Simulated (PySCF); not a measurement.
## Energy of Cs (caesium, neutral) between two integer charges

The 6s alpha orbital of [Xe] 6s1 is emptied in steps (occupation f), with all orbitals relaxed, ending at [Xe]. Computed with PySCF 2.14 in def2-TZVPPD with the def2 core potential (46 electrons) (5s4p3d1f, 39 functions), with a scalar-relativistic core potential. The exact energy is a straight line in f; departures are measured from the line between the end points of the same method.

```csv
f,UHF (eV),LDA (eV),PBE (eV),PBE0 (eV),r2SCAN (eV),LC-wPBE (eV),BHandHLYP (eV),TPSS (eV)
1,0.000,0.000,0.000,0.000,0.000,0.000,0.000,0.000
0.8,0.003,-0.271,-0.274,-0.197,-0.231,0.018,-0.142,-0.256
0.6,0.004,-0.403,-0.415,-0.297,-0.335,0.025,-0.213,-0.390
0.4,0.004,-0.396,-0.419,-0.299,-0.316,0.024,-0.212,-0.401
0.2,0.002,-0.255,-0.280,-0.199,-0.190,0.014,-0.141,-0.278
0,0.000,0.000,0.000,0.000,0.000,0.000,0.000,0.000
```

Task: For TPSS, how does the orbital energy at f = 1 compare with the removal energy?

Result: −ε = 2.176 eV against a total-energy difference of 3.763 eV. By Janak's theorem ε = ∂E/∂f, so the gap between them reflects the curvature. Along the path −ε is 2.788 (f = 0.8), 3.399 (f = 0.6), 4.029 (f = 0.4), 4.756 (f = 0.2) eV.

| method | E(f=0) − E(f=1) (eV) | −ε at f=1 (eV) | −ε at f=0.4 (eV) |
| --- | --- | --- | --- |
| UHF | 3.491 | 3.508 | 3.488 |
| LDA | 4.107 | 2.406 | 4.484 |
| PBE | 3.978 | 2.277 | 4.311 |
| PBE0 | 3.900 | 2.670 | 4.143 |
| r2SCAN | 3.786 | 2.321 | 4.155 |
| LC-wPBE | 3.716 | 3.826 | 3.686 |
| BHandHLYP | 3.829 | 2.943 | 4.010 |
| TPSS | 3.763 | 2.176 | 4.029 |

As f goes to zero the orbital energy of a semilocal functional can turn back, because the density of that orbital vanishes from the exchange-correlation potential.

Reference removal energy between the ground levels: 3.894 eV (measured; NIST Atomic Spectra Database, ionization energies). UHF lacks correlation.
